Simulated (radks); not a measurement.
Task: Kr+, 35 electrons, occupied as [Ar] 3d10 4s2 4p5 (the NIST ground configuration). Calculated with a radial shooting solver on a logarithmic mesh with Libxc functionals: Dirac Kohn-Sham, PBE, spin-unpolarised, spherical densities, point nucleus; open shells are shared between the two j in proportion to 2j + 1. Some entries of the table are withheld. Estimate them.

| orbital | occ. | eigenvalue (hartree) | <r> (bohr) | <1/r> (bohr^-1) |
|---|---|---|---|---|
| 1s1/2 | 2 | -520.5735 | 0.04148 | 36.77 |
| 2s1/2 | 2 | -68.92366 | 0.1832 | 8.228 |
| 2p1/2 | 2 | -62.32704 | 0.1573 | (1) |
| 2p3/2 | 4 | -60.34875 | 0.1613 | (2) |
| 3s1/2 | 2 | -10.13409 | 0.5301 | 2.714 |
| 3p1/2 | 2 | -7.80483 | 0.5334 | 2.599 |
| 3p3/2 | 4 | -7.51384 | 0.5438 | 2.531 |
| 3d3/2 | 4 | -3.45579 | 0.5531 | (3) |
| 3d5/2 | 6 | -3.40788 | 0.5570 | (4) |
| 4s1/2 | 2 | -1.24842 | 1.538 | 0.8684 |
| 4p1/2 | 1.66667 | (5) | 1.804 | 0.7328 |
| 4p3/2 | 3.33333 | (6) | 1.841 | 0.7160 |

Result: 
(1) 2p1/2 <1/r> (bohr^-1): 8.197
(2) 2p3/2 <1/r> (bohr^-1): 7.911
(3) 3d3/2 <1/r> (bohr^-1): 2.283
(4) 3d5/2 <1/r> (bohr^-1): 2.265
(5) 4p1/2 eigenvalue (hartree): -0.73611
(6) 4p3/2 eigenvalue (hartree): -0.70976
